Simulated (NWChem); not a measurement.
System: SiBrCl, singlet; SMILES Br[Si]Cl

Program: NWChem. Pople sets run with spherical d functions. Low-valent species are run as closed-shell singlets; no triplet was tried in these runs. This build's default masses of Se (78.918 u) and Br (79.917 u) are each other's, which moves their modes by up to 0.6 %. Each level has its own optimisation; frequencies are unscaled.

```
level                                 r Cl–Si (Å)  r Br–Si (Å)  highest harmonic frequency (cm⁻¹)  lowest (cm⁻¹)  zero-point energy (kcal/mol)  dipole (D)
------------------------------------  -----------  -----------  ---------------------------------  -------------  ----------------------------  ----------
Hartree-Fock/STO-3G                         2.119        2.221                                603            203                           1.9        3.12
LDA (Slater exchange, VWN5)/def2-SVP        2.086        2.252                                528            153                           1.6        0.69
B3LYP/6-31G*                                2.108   (withheld)                         (withheld)            154                           1.5  (withheld)
```

**Question.** Some entries are withheld; supply them.

**Answer.** 
- B3LYP/6-31G*, r Br–Si (Å): 2.282
- B3LYP/6-31G*, highest harmonic frequency (cm⁻¹): 496
- B3LYP/6-31G*, dipole (D): 1.34
